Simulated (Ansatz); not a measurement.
Computed with Ansatz on PBE0-D4/def2-TZVP structures; ΔE is electronic, products minus reactants. CCSD(T)/CBS is the MP2 limit (def2-TZVPP, def2-QZVPP) plus CCSD(T) − MP2 in def2-TZVPP, frozen cores. This one scheme is used for every species. Functionals use def2-TZVPP. Elements past krypton have def2 core potentials. For In outer-core shells are correlated without core-valence functions, which leaves a few kJ/mol of doubt a bond. Each species was taken in one conformer, which may not be the lowest.

Consider the ligand exchange at the In–N bond: `C[NH][In]([Cl])[Cl]` + H₂S → `[SH][In]([Cl])[Cl]` + CH₃NH₂.

| species | revPBE energy (Eh) |
| --- | --- |
| `C[NH][In]([Cl])[Cl]` | -1205.81942 |
| H₂S | -399.33360 |
| `[SH][In]([Cl])[Cl]` | -1509.31816 |
| CH₃NH₂ | -95.86763 |

Question: Work out ΔE.

Answer: ΔE = (-1509.31816) + (-95.86763) − (-1205.81942) − (-399.33360) = -0.03277 Eh = -86.0 kJ/mol. CCSD(T)/CBS gives -75.2 kJ/mol.

Largest T1 diagnostic among the species: 0.013.

In def2-TZVPP, CCSD(T) changes the Hartree–Fock value by +15.0 kJ/mol (the triples alone add +1.3 kJ/mol) and MP2 by +13.9 kJ/mol. From BLYP to BHLYP (50 % exact exchange), in def2-TZVPP and without D4, ΔE moves by −5.1 kJ/mol.
